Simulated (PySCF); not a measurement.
# Where the electron goes

Compound: C5H13AsSi.
Z-matrix (Å and degrees, PBE0-D3(BJ)/def2-SVP geometry), rows numbered from 1:
```
Si
C   1  1.8950
C   2  1.5294  1  116.57
C   3  1.5310  2  115.03  1    55.13
C   4  1.5234  3  109.48  2  -161.32
C   5  1.5246  4  107.43  3    52.41
As  6  1.9839  5  106.35  4   -42.20
H   1  1.4964  2  111.57  3   -78.72
H   1  1.4965  2  111.14  3    41.74
H   1  1.4950  2  109.43  3   162.05
H   2  1.1031  1  107.25  3  -123.88
H   2  1.1059  1  106.88  3   123.37
H   3  1.1013  2  108.74  1   177.10
H   4  1.1036  3  110.88  2    74.47
H   4  1.1053  3  109.68  2   -42.36
H   5  1.1040  4  109.54  3   -66.71
H   5  1.1033  4  111.49  3   175.26
H   6  1.1020  5  110.90  4    73.78
H   6  1.0994  5  113.91  4  -164.71
H   7  1.5293  3   94.18  2  -129.70
```

Method: PySCF 2.14.0, density-fitted response routines, TDDFT CAM-B3LYP/def2-SVPD, vertical, gas phase, core orbitals frozen in the response. The CAM-B3LYP/def2-SVPD calculation is non-relativistic and has no spin–orbit coupling, an omission that weighs most on arsenic.

Frontier orbitals with the atoms that hold most of them (Löwdin shares over 4%, at most four atoms; ? is withheld):

```tsv
orbital	ε (eV)	atoms
HOMO-3	-10.32	As7 22%, H20 17%, C6 14%, C5 7%
HOMO-2	-9.96	C2 21%, C3 17%, Si1 14%, C4 9%
HOMO-1	-9.41	As7 24%, C6 20%, C3 17%, C2 11%
HOMO	-8.04	?
LUMO	?	?
LUMO+1	1.13	As7 29%, C6 12%, H11 7%, C2 6%
LUMO+2	1.57	Si1 40%, H8 8%, H9 7%, H10 7%
```

(1) Give the leading atoms of the LUMO.

(2) Which atoms hold the HOMO, and with what shares?

(3) What is the LUMO energy, and the HOMO–LUMO gap?

Results:

(1) As7 (bonded to 2 C and H) 14%; Si1 (bonded to C and 3 H) 14%; H20 (bonded to As) 10%; C3 (bonded to As, 2 C and H) 6%.

(2) As7 (bonded to 2 C and H) 58%; C3 (bonded to As, 2 C and H) 11%; C6 (bonded to As, C and 2 H) 7%; H20 (bonded to As) 6%. By element: arsenic 58%, carbon 19% or more, hydrogen 6% or more.

(3) ε(LUMO) = 1.03 eV; the gap is 9.07 eV (0.3332 hartree).

**Question.** How does S1 compare with the orbital gap of 9.07 eV?

**Answer.** S1 is at 6.01 eV (f = 0.050), 3.06 eV below the gap, made of HOMO→LUMO+1 (73%), HOMO→LUMO (13%). Its leading pair isn't HOMO and LUMO; the energies of that pair differ by 9.17 eV. 

Next come S2 at 6.12 eV (f 0.073), HOMO→LUMO (65%), HOMO→LUMO+1 (14%); S3 at 6.90 eV (f 0.113), HOMO→LUMO+5 (40%), HOMO→LUMO+2 (13%), HOMO→LUMO+3 (12%); S4 at 7.29 eV (f 0.010), HOMO-1→LUMO (40%), HOMO→LUMO+2 (19%), HOMO→LUMO+6 (12%); S5 at 7.34 eV (f 0.0043), HOMO→LUMO+2 (25%), HOMO-1→LUMO (20%), HOMO→LUMO+5 (13%).

Löwdin shares depend on the basis, the more so with diffuse functions.

One conformer stands for the species.
